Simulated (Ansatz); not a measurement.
Geometry optimisation, RKS PBE-D4/def2-SVP (Ansatz).

input.yaml

```yaml
crystal:
  periodic: [false, false, false]
  atoms:
    - { symbol: Si, position_ang: [0.383206, 0.817961, -0.373551] }
    - { symbol: H, position_ang: [0.519537, -0.373881, -1.198764] }
    - { symbol: H, position_ang: [1.433031, 1.788067, -0.798586] }
    - { symbol: H, position_ang: [-0.978987, 1.379738, -0.6657] }
    - { symbol: O, position_ang: [0.640071, 0.476371, 1.242914] }
    - { symbol: H, position_ang: [-0.63755, -1.735648, -0.499177] }
    - { symbol: Br, position_ang: [-1.403427, -2.131132, 0.708749] }
    - { symbol: H, position_ang: [0.04422, -0.221475, 1.584116] }
basis:
  gaussian: { orbitals: def2-SVP }
hamiltonian:
  xc: pbe
  dispersion: d4
relax:
  f_tol: 0.03
  max_steps: 50
```

Launched with:

```bash
$ ansatz run input.yaml --threads 2 --pin off --max-ram 3072MiB --backend cpu --events-out ev --progress --plain --runs-dir out
```

Q: Where does it end, and by what steps?

A: It converged. After 7 steps the energy has fallen by 0.065 eV; H4 moved furthest, 0.18 Å.

| step | energy less start (eV) | largest force component (eV/Å) | accepted |
| --- | --- | --- | --- |
| 0 | 0.0000 | 0.990 | yes |
| 1 | -0.0524 | 0.276 | yes |
| 2 | -0.0624 | 0.065 | yes |
| 3 | -0.0631 | 0.044 | yes |
| 4 | -0.0642 | 0.059 | yes |
| 5 | -0.0649 | 0.049 | yes |
| 6 | -0.0653 | 0.039 | yes |
| 7 | -0.0654 | 0.028 | yes |

```xyz
8
Properties=species:S:1:pos:R:3
Si 0.389 0.883 -0.389
H 0.444 -0.350 -1.280
H 1.517 1.793 -0.766
H -0.931 1.556 -0.666
O 0.613 0.487 1.225
H -0.631 -1.897 -0.424
Br -1.389 -2.282 0.745
H -0.011 -0.190 1.555
```

Whether the end is a true minimum wasn't checked by a vibrational analysis.

The run took 12 s on 2 threads of Arm Neoverse V2, with other jobs on the host, peak memory 0.13 GiB.
